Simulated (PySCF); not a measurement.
Point-charge models of `C=C=CC#CC(F)(F)F` against its computed dipole.

Coordinates (GFN2-xTB, Å) and charges (e) from the PBE0/pcSseg-1 density (PySCF):

```
atom       x       y       z  Mulliken      IAO  Hirshfeld  ESP-fitted
  C1  -3.110   0.021  -0.367   -0.1231  -0.3398    -0.0897     -0.5535
  C2  -1.990  -0.564  -0.114   -0.0688  +0.0822    +0.0378     +0.2518
  C3  -0.858  -1.166   0.146   -0.2811  -0.2221    -0.0491     -0.4175
  C4   0.371  -0.486   0.183   +0.2357  +0.0423    -0.0058     +0.2479
  C5   1.433   0.080   0.216   -0.2908  -0.1209    -0.0900     -0.3495
  C6   2.709   0.765   0.255   +0.8232  +0.8070    +0.2652     +0.6787
  F7   2.736   1.741   1.182   -0.2656  -0.2738    -0.0968     -0.1945
  F8   3.725  -0.066   0.545   -0.2657  -0.2730    -0.0955     -0.1965
  F9   3.014   1.348  -0.919   -0.2656  -0.2737    -0.0966     -0.1945
 H10  -3.718   0.443   0.417   +0.1665  +0.1876    +0.0725     +0.2462
 H11  -3.490   0.114  -1.372   +0.1666  +0.1876    +0.0727     +0.2473
 H12  -0.820  -2.230   0.345   +0.1688  +0.1966    +0.0753     +0.2340
```

Q: Form Σ q r in debye for every column and set it beside the full dipole.

A: The full density gives (-3.87, -1.25, -0.28) D, 4.07 D in size; dipole vectors point from the negative to the positive end.

```tsv
scheme	μx	μy	μz	size (D)	share of the full size (%)	angle to the full dipole (°)
Mulliken	-5.74	-1.11	-0.54	5.87	144	7
IAO	-4.77	-1.77	-0.30	5.10	125	3
Hirshfeld	-3.19	-0.90	-0.25	3.32	82	2
ESP-fitted	-3.91	-1.29	-0.28	4.12	101	0
```

Q: Which set comes closest?

A: Length of the difference vector: ESP-fitted 0.05 D, Hirshfeld 0.76 D, IAO 1.04 D, Mulliken 1.90 D. Closest: ESP-fitted. 

Q: What is left for the Hirshfeld atoms' own dipoles?

A: The shares of the density sum to the whole, so what Σ q r misses lies in dipoles about the nuclei. The atomic dipoles sum to (-3.87, -1.25, -0.28) − (-3.19, -0.90, -0.25) = (-0.68, -0.35, -0.03) D, 0.76 D in size.

Q: With the origin at the mean of the coordinates, (0.000, 0.000, 0.043) Å, which are the largest single terms, by size, of the IAO dipole along the direction of the full one?

A: C6 -10.93, C1 -4.85, F8 +4.66, F7 +4.22, F9 +4.22 D; all 12 atoms together +5.09 D. The single terms depend on the origin, their sum doesn't.

Q: Give the size of the full dipole in other units.

A: 4.07 D = 1.603 au = 0.848 e·Å = 13.59 × 10⁻³⁰ C·m.

Isolated species at its GFN2-xTB geometry, gas phase.
